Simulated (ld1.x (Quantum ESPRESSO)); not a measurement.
## Transferability test, TM potential for vanadium

ld1.x (Quantum ESPRESSO) 7.5 input, shortened:

```
&input
   title='V', zed=23., rel=1, dft='PBE', iswitch=3,
   config='[Ar] 3d3 4s1 4p0'
 /
 &inputp
   pseudotype=2, tm=.true., lloc=0,
   nlcc=.false.
 /
3
4P  2  1   0.00   0.00  2.25  2.25  0.0
3D  3  2   3.00   0.00  2.30  2.30  0.0
4S  1  0   1.00   0.00  2.55  2.55  0.0
 &test
   configts(1)='3d3 4s1 4p0'
 /
```

Energies are relative to the spin-unpolarised reference configuration 3d3 4s1 4p0; without spin polarisation the order of configurations can differ from experiment.

```csv
valence configuration,charge,ΔE all-electron (eV),error AE − PS (meV)
3d3 4s0 4p0,+2,14.296,+107
3d2 4s0 4p0,+3,43.194,+183
3d1 4s0 4p0,+4,89.067,+1091
3d3.5 4s1.5 4p0,0,-7.680,-13
3d3 4s1 4p1,0,-4.387,+9.5
```

(1) What are ΔE and the potential's error for 3d3 4s2 4p0?

(2) What are ΔE and the potential's error for 3d2 4s2 4p1?

Note: ghost state, extra bound levels that the all-electron valence spectrum of the same l lacks: p at -248.6 eV. A true bound ghost makes a file unfit for plane-wave use.

Answers

(1) ΔE = -7.735 eV all-electron; the error (AE − PS) is +23 meV.

(2) ΔE = -1.957 eV all-electron; the error (AE − PS) is +39 meV.
